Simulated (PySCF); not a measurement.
# Excitation energy of H by level of theory

H 1s1 (2S) → H 2p1 (2P), as a difference of total energies. All numbers are calculated (PySCF 2.14, scalar relativity by spin-free X2C-1e, in aug-cc-pVDZ-DK (3s2p, 9 functions)). The calculations carry no spin-orbit coupling.

| method | excitation energy (cm⁻¹) | error (cm⁻¹) |
| --- | --- | --- |
| UHF | 99087 | +16827 |
| LDA | 92299 | +10039 |
| PBE | 93586 | +11327 |
| PBE0 | 94896 | +12636 |
| r2SCAN | 95134 | +12874 |
| BLYP | 93269 | +11009 |
| TPSS | 93987 | +11728 |
| M06-2X | 95670 | +13411 |
| ROHF | 99087 | +16827 |

Reference: 82259 cm⁻¹ (measured; NIST levels, between the centres of gravity of the two terms).

Every method misses the reference by a wide margin, which points to the basis or the choice of state and not to the methods.

The promoted electron is Rydberg-like, and one or two diffuse shells describe it only roughly, which tends to raise the upper state.

In the upper state the promoted electron has a positive orbital energy at LDA, PBE, PBE0, r2SCAN, BLYP, TPSS, M06-2X, so the basis confines it.
